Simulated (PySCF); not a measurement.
**Removing an electron from `CCO[SiH3]`**

Species: C₂H₈OSi.
Cartesian coordinates in Å at the PBE0-D3(BJ)/def2-SVP level; atoms count from 1:
```
atom  x, y, z in Å
C1    -1.7442    0.7217    0.4113
C2    -0.6535   -0.0678   -0.2718
O3     0.5738    0.1748    0.3734
Si4    2.0142   -0.5166   -0.0877
H5    -2.7168    0.5428   -0.0715
H6    -1.8200    0.4329    1.4701
H7    -1.5238    1.7986    0.3668
H8    -0.8949   -1.1490   -0.2468
H9    -0.5896    0.2182   -1.3404
H10    2.3484   -0.1639   -1.5047
H11    1.9526   -2.0094    0.0192
H12    3.0561    0.0164    0.8301
```

Level: CAM-B3LYP/def2-SVPD (PySCF). Frontier orbitals with their largest atomic shares (Löwdin; up to four atoms above 4 %):

| orbital | ε (eV) | main atoms |
| --- | --- | --- |
| HOMO−3 | -11.25 | Si4 30 %, H12 26 %, C2 10 %, C1 10 % |
| HOMO−2 | -11.12 | Si4 24 %, H11 15 %, H10 15 %, C2 11 % |
| HOMO−1 | -10.25 | O3 46 %, Si4 14 %, C2 11 %, C1 8 % |
| HOMO | -9.50 | ? |
| LUMO | 1.13 | Si4 32 %, C2 14 %, H11 9 %, H10 9 % |
| LUMO+1 | 1.42 | Si4 54 %, H12 12 %, H11 12 %, H10 12 % |
| LUMO+2 | 1.83 | C1 27 %, H5 14 %, Si4 14 %, H7 9 % |

What vertical ionisation energy does ΔSCF give, and how far is −ε(HOMO) from it?

ΔSCF: 10.39 eV (1002 kJ/mol; threshold wavelength 119 nm); ⟨S²⟩ of the doublet left behind is 0.758, against 0.75 for a pure doublet. −ε(HOMO) is 9.50 eV, 0.89 eV below it. In exact Kohn–Sham theory the two would be equal; CAM-B3LYP (range-separated hybrid) falls short of its own ΔSCF value by 9 %.

On which atoms does the HOMO lie?

O3 (silyl ether oxygen) 49 %, C2 (sp3 carbon bound to oxygen) 13 %, Si4 (oxygen-bound silicon) 11 %, H11 (Si–H hydrogen) 6 %. The HOMO−1 lies 0.75 eV lower.

What total energies stand behind the ΔSCF value?

E(N) = -445.49794 Eh and E(N − 1) = -445.11623 Eh at the same geometry, 0.38171 Eh apart.

With α = 57.8 au, estimate the like-pair dispersion coefficient by London's formula C6 = (3/4)α²I.

I = 0.3817 Eh, so C6 ≈ 958 au, a rough estimate.

How many of the 10 lowest singlet excitations (vertical TDDFT, same level) lie below the ionisation energy?

All 10; they run from 7.13 to 9.25 eV.

The structure is a single PBE0-D3(BJ)/def2-SVP conformer in the gas phase; no vibrational or solvent corrections.
